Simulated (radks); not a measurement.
Values are calculated unless marked as measured or tabulated.
Spherical quantum dot in the effective-mass picture: electrons in a parabolic well V = omega^2 r^2 / 2 with omega = 0.0931, with a point charge +1 (a donor) at the centre, all in effective atomic units (hartree* = m*/eps^2 hartree, bohr* = eps/m* bohr), one dielectric constant everywhere. Level of theory: non-relativistic Kohn-Sham, LDA (Slater exchange, Perdew-Wang correlation), spin-polarised, spherical densities (a radial shooting solver with Libxc functionals). Levels are named by radial order and angular momentum (1s, 1p, 1d, 2s, ...), and open shells are averaged over m. Results are scaled to m* = 0.129 and eps = 16.9, for which hartree* = 12.29 meV and bohr* = 6.933 nm.

N = 18, configuration 1s2 1p6 1d(up 5, down 3) 2s2. This is the lowest configuration that the search found (a dilute case). Occupied levels:

level    occupation  eigenvalue (meV)  <r> (nm)
1s up             1            23.154     24.66
1s down           1            23.163     23.02
2s up             1            23.664     56.95
1p up             3            23.697     64.53
2s down           1            23.714     58.36
1p down           3            23.757     64.46
1d up             5            24.020     69.26
1d down           3            24.081     69.38

Energy (meV): total 235.078, kinetic 16.464, external 45.244, Hartree 201.87, exchange-correlation -28.499.

Electron density:

r (nm)  n(r) (e/nm^3)
5.88        0.0002091
15.7       0.00002423
25.5        5.708e-06
35.4        4.398e-06
45.2        6.108e-06
55.0        7.681e-06
64.9        7.513e-06
74.7        5.346e-06
84.5        2.563e-06
94.4        7.816e-07
104         1.480e-07
114         1.747e-08
124         1.325e-09
